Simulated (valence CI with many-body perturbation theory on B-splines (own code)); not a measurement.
Results of a calculation; reference values are marked as such.
# From CI to CI+MBPT in Pm¹⁹⁺

Level of theory: valence CI with perturbative core correlation (CI+MBPT): six valence electrons over a frozen Dirac-Fock core [Kr], a basis of 7 s, 7 p, 8 d, 6 f, 4 g, 1 h functions for each j, with the one-electron correlation potential Σ1 (screened to all orders), the two-electron term Σ2, the three-electron term Σ3, Breit, model QED; selected single and double excitations, second order for the rest, scaled by the run's own slope (own B-spline code, finite nucleus).

No measured spectrum was set against this ion. As an estimate, terms of the open shell hold to 2 to 4 % of their energy, and close levels can change places. Core correlation moves these levels by up to 9900 cm⁻¹, and in measured spectra 5 to 20 % of such shifts remained as error; rates that hang on mixing are uncertain with them. Among the levels kept, up to 1000 cm⁻¹ of a level comes from second order outside the variational space, and about a tenth of that is noise between levels of different J, which matters for small intervals. Only levels of the ground parity were solved; by the run's estimate the other parity begins above the list, which can be wrong where configurations are misplaced.

Each rung adds one term. CI alone is the Dirac-Coulomb CI over the frozen core; QED comes last and gives the full result, which names the levels. Energies are above (4d3/2^4 4d5/2^2) J=4 on the same rung, in eV. A blank means that the level has no clear partner on that rung.

Levels are named by their leading jj configuration (3d3/2^4 stands for four electrons in 3d with j = 3/2), which in mixed levels can hold well under half, so a name can repeat and another be missing. Letters in brackets count levels of one name in rising energy.

```
                    Level  CI alone    + Σ1    + Σ2    + Σ3  + Breit    Full
    (4d3/2^4 4d5/2^2) J=2     1.975   1.976   2.003   1.832    1.860   1.860
(4d3/2^3 4d5/2^3) J=3 [a]     3.389   3.437   3.537   3.593    3.500   3.513
    (4d3/2^4 4d5/2^2) J=0     4.078   4.105   4.318   4.218    4.192   4.199
(4d3/2^3 4d5/2^3) J=1 [a]     4.480   4.531   4.697   4.685    4.601   4.615
(4d3/2^3 4d5/2^3) J=4 [a]     5.727   5.759   5.593   5.451    5.392   5.400
    (4d3/2^3 4d5/2^3) J=5     7.586   7.633   7.301   7.120    7.014   7.024
    (4d3/2^3 4d5/2^3) J=6     7.786   7.836   7.435   7.257    7.125   7.135
(4d3/2^3 4d5/2^3) J=2 [a]     8.542   8.606   8.550   8.271    8.175   8.188
(4d3/2^3 4d5/2^3) J=3 [b]     8.881   8.933   8.801   8.546    8.452   8.464
(4d3/2^2 4d5/2^4) J=2 [a]     9.295   9.363   9.442   9.224    9.080   9.099
(4d3/2^3 4d5/2^3) J=1 [b]    11.429  11.494  11.300  10.933   10.840  10.855
(4d3/2^3 4d5/2^3) J=4 [b]    11.306  11.387  11.245  11.008   10.847  10.866
(4d3/2^2 4d5/2^4) J=0 [a]    10.982  11.058  11.394  11.197   11.067  11.087
(4d3/2^3 4d5/2^3) J=2 [b]    11.703  11.769  11.787  11.438   11.315  11.332
(4d3/2^2 4d5/2^4) J=4 [a]    11.983  12.069  11.978  11.729   11.542  11.564
    (4d3/2^3 4d5/2^3) J=0    12.805  12.845  12.453  11.796   11.752  11.760
(4d3/2^3 4d5/2^3) J=3 [c]    12.755  12.835  12.637  12.282   12.145  12.164
    (4d3/2^2 4d5/2^4) J=5    12.755  12.859  12.644  12.460   12.222  12.247
(4d3/2^3 4d5/2^3) J=3 [d]            13.742  13.598  13.139   13.004  13.022
```

Question: How does the ionisation energy move along the ladder, and which term matters most?

Answer: CI alone 564.71, + Σ1 566.90, + Σ2 570.31, + Σ3 570.87, + Breit 570.72, + QED 570.75 eV. The largest step is Σ2, 3.41 eV. NIST lists 569 ± 4 eV (theoretical).
